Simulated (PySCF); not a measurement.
# Ionisation energy of Cu¹⁶⁺ by level of theory

Cu¹⁶⁺ [Ne] 3s2 3p1 (2P) → Cu¹⁷⁺ [Ne] 3s2 (1S), as a difference of total energies. Computed with PySCF 2.14 in an even-tempered Gaussian basis (19 s from 1.1 bohr⁻², ratio 2.5; 12 p from 1.4 bohr⁻², ratio 2.5; 5 d from 7.1 bohr⁻², ratio 2.7; 4 f from 11 bohr⁻², ratio 2.7), with the spin-free X2C one-electron Hamiltonian (Gaussian nucleus). Correlated levels: outer shells: 1s2 frozen; virtual orbitals above 40 to 60 times the deepest correlated orbital energy dropped. The calculations carry no spin-orbit coupling.

```
                method  ionisation energy (eV)
                   UHF                  552.69
                   LDA                  554.07
                   PBE                  554.22
                  PBE0                  554.11
                r2SCAN                  554.19
                B2PLYP                  554.02
                 B3LYP                  554.57
    MP2 (outer shells)                  553.23
SCS-MP2 (outer shells)                  553.14
```

Question: How much does correlation contribute at MP2 (outer shells)?

Answer: 553.23 − (552.69) = 0.54 eV, measured against UHF.

A first-order spin-orbit estimate (lowest level to lowest level, LS coupling) adds 2.651 eV.

For comparison: 552.8 ± 2.1 eV (semi-empirical (NIST evaluation); NIST Atomic Spectra Database, ionization energies).
